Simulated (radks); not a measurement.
The mean radii <r> (bohr) of the occupied orbitals of an atom or ion are listed with their occupations. All-electron calculation, Dirac Kohn-Sham, BLYP, spin-unpolarised, spherical densities, finite nucleus; Fermi nuclear charge, rms radius of each element as measured or else 0.836 A^(1/3) + 0.57 fm. Program: a radial shooting solver on a logarithmic mesh with Libxc functionals.

| orbital | occ. | <r> |
|---|---|---|
| 1s1/2 | 2 | 0.01632 |
| 2s1/2 | 2 | 0.06810 |
| 2p1/2 | 2 | 0.05591 |
| 2p3/2 | 4 | 0.06471 |
| 3s1/2 | 2 | 0.1762 |
| 3p1/2 | 2 | 0.1666 |
| 3p3/2 | 4 | 0.1822 |
| 3d3/2 | 4 | 0.1584 |
| 3d5/2 | 6 | 0.1632 |
| 4s1/2 | 2 | 0.3679 |
| 4p1/2 | 2 | 0.3654 |
| 4p3/2 | 4 | 0.3912 |
| 4d3/2 | 4 | 0.3828 |
| 4d5/2 | 6 | 0.3901 |

Name the element and its charge. Open shells, if any, fill j = l - 1/2 first.

Answer. Z = 81, thallium, charge +35: Tl35+ in [Kr] 4d10. The 1s radius gives Z: for a bare nucleus <r> = (2 gamma + 1)/(2Z) with gamma = sqrt(1 - (Z/c)^2), 0.01613 bohr for Z = 81, and screening makes it slightly larger (0.01632 here). The occupations add up to 46, and the charge is Z minus that.
